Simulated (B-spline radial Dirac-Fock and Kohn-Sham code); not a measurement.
## Radiative decay of the 1s hole in Ti⁹⁺

System: Ti⁹⁺ in the configuration [Ne] 3s2 3p1.

The run's input, task.json:

```json
{"items": [{
  "Z": 22,
  "q": 9,
  "cfg": [[1, 0, 2], [2, 0, 2], [2, 1, 6], [3, 0, 2], [3, 1, 1]],
  "A": 48,
  "rrms": 3.5921,
  "do": ["binding", "quiet", "decay"],
  "holes": ["K", "L1", "L2", "L3", "M1"]
}]}
```

Run with: `python xray_run.py task.json out`

Level of theory: one-electron (LDA, Dirac) transition rates at Dirac-Fock energies; a radial atomic solver.

| line | multipole | energy (eV) | width (meV) | share (%) |
| --- | --- | --- | --- | --- |
| K-L2 | E1 | 4516.4 | 60.3 | 32.7 |
| K-L3 | E1 | 4522.2 | 119 | 64.5 |
| K-M2 | E1 | 4985.4 | 1.72 | 0.932 |
| K-M3 | E1 | 4986.4 | 3.42 | 1.86 |

The listed lines hold 100.0 % of the radiative rate. The radiative width is 0.184 eV in the length form and 0.191 eV in the velocity form; the two differ because the transition energies are not eigenvalue differences of the potential that gave the orbitals. Kα2/Kα1 is 0.508 and Kβ/Kα is 0.029.

Values without a named source are computed, but for edge energies of neutral atoms, which are taken from tables.
